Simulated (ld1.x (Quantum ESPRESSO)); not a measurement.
## Transferability test, TM potential for strontium (Sr)

- Element: Sr
- Generator: ld1.x (Quantum ESPRESSO) 7.5
- Type: norm-conserving Troullier–Martins (Kleinman–Bylander form)
- Functional: PBE
- Relativity: scalar-relativistic
- Frozen core: [Kr]
- Valence charge: 2
- Reference configuration: 4d0 5s2 5p0
- Partial waves: 5s (bound): rc 3.10 bohr; 4d (bound, empty): rc 3.75 bohr; 4f channel at -0.1 Ry: rc 4.05 bohr; 5p (bound, empty): rc 3.60 bohr
- Local potential: the p channel
- Core correction: Bessel-smoothed model core inside 2.85 bohr

Energies are relative to the spin-unpolarised reference configuration 4d0 5s2 5p0; without spin polarisation the order of configurations can differ from experiment. Not all tests gave a result: 1 of 7 tests not solved or not reliable. Left out of the table: 4d0 5s1 5p0 (solver errors, printed error -2.7 eV).

| valence configuration | charge | ΔE all-electron (eV) | error AE − PS (meV) |
| --- | --- | --- | --- |
| 4d0 5s1.5 5p0 | +0.5 | 2.339 | -14 |
| 4d0 5s0 5p2 | 0 | 4.707 | -17 |
| 4d1 5s1 5p0 | 0 | 2.324 | -35 |
| 4d0.5 5s1.5 5p0 | 0 | 1.146 | -13 |
| 4d1 5s0 5p0 | +1 | 7.649 | -32 |

(1) What are ΔE and the potential's error for 4d0 5s1 5p1?

Note: ghost state, extra bound levels that the all-electron valence spectrum of the same l lacks: s at -6.9 eV. A true bound ghost makes a file unfit for plane-wave use.

Answers

(1) ΔE = 2.299 eV all-electron; the error (AE − PS) is -13 meV.
